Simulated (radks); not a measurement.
Question: Ionisation of neutral silicon, [Ne] 3s2 3p2, to [Ne] 3s2 3p1 as the strength of local exchange is varied. Method: scalar-relativistic Kohn-Sham, Slater X-alpha exchange (alpha = 2/3 is LDA exchange), no correlation, spin-polarised, spherical densities, point nucleus; open shells are filled with parallel spins first; computed with a radial shooting solver on a logarithmic mesh with Libxc functionals.

alpha  E(Si) (hartree)  exchange (hartree)  IE (eV)  -e of the level emptied (eV)  <r> of it (bohr)
0.659       -287.59590           -18.33447    7.364                    3.839 (3p)             2.829
0.667       -287.81858           -18.56932    7.436                    3.901 (3p)             2.819
0.733       -289.66133           -20.51792    8.038                    4.432 (3p)             2.740
0.895       -294.22682           -25.38476    9.608                    5.846 (3p)             2.572
0.966       -296.24668           -27.55525   10.337                    6.514 (3p)             2.507
?           -286.73439           -17.42720    7.090                    3.601 (3p)             2.869

Which alpha was used in the last row?

Answer: alpha = 0.628. NIST Atomic Spectra Database: 8.152 eV (measured). The Delta-SCF value meets it near alpha = 0.74. Open shells are spherical and high-spin; term and fine-structure splittings are not resolved.
